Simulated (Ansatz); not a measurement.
Ansatz (a first-principles code) input file for B(Cl)(Me)(OMe) (C2H6BClO), SMILES COB(C)Cl, PBE0/def2-SVPD. Geometry: B3LYP-D3(BJ)/def2-SVP. The structure was generated by enumeration, and PubChem lists no compound with its InChIKey, so it may never have been made. Other conformers were not sampled.

Ansatz 0.2 input:
```yaml
crystal:
  periodic: [false, false, false]
  atoms:
    - {symbol: B, position_ang: [-0.08674888, 0.06947581, 0.17981802]}
    - {symbol: Cl, position_ang: [1.00909220, 1.48257978, 0.11169906]}
    - {symbol: C, position_ang: [-1.11237767, -0.01735606, 1.36852118]}
    - {symbol: H, position_ang: [-1.73470006, -0.92406431, 1.38485728]}
    - {symbol: H, position_ang: [-1.78406649, 0.85735686, 1.33238933]}
    - {symbol: H, position_ang: [-0.57723308, 0.05439362, 2.32988014]}
    - {symbol: O, position_ang: [0.06981271, -0.80826260, -0.82454762]}
    - {symbol: C, position_ang: [-0.66058760, -1.99962961, -1.02754973]}
    - {symbol: H, position_ang: [-1.32456372, -1.87825623, -1.89838770]}
    - {symbol: H, position_ang: [0.04783994, -2.81388520, -1.24298361]}
    - {symbol: H, position_ang: [-1.26880979, -2.27876530, -0.15317732]}
basis:
  gaussian:
    orbitals: def2-SVPD
hamiltonian:
  xc: {name: PBE0}
```

It prints:

```
WARN ansatz: RAYON_NUM_THREADS=1 ignored (pool sized by the plan → 1); use --threads N
Functional definition: PBE0
integrals: 0.09 GiB planned
1352 factors; their error is unknown
mean field: 0.76 GiB planned
mean field evaluation 1: about -17397.0320 eV, gradient 5.5e1 eV
mean field evaluation 2: about -17392.7801 eV, gradient 7.1e1 eV
mean field evaluation 4: about -17403.4825 eV, gradient 2.5e0 eV
mean field evaluation 8: about -17403.4943 eV, gradient 3.5e-2 eV
mean field evaluation 16: about -17403.5607 eV, gradient 1.9e-5 eV
mean field -17403.56068221 eV, -639.5690585140 hartree, gradient 1.9e-5 eV, S^2 0.000000; 0 other end points of the search recorded, 0 dependent functions left out
reference -17403.56071870 eV, -639.5690598551 hartree; 24, 24 occupied and 134, 134 virtual orbitals, 1352 factors
Total energy: -17403.56071870 eV, -639.5690598551 hartree
```

The run converged.
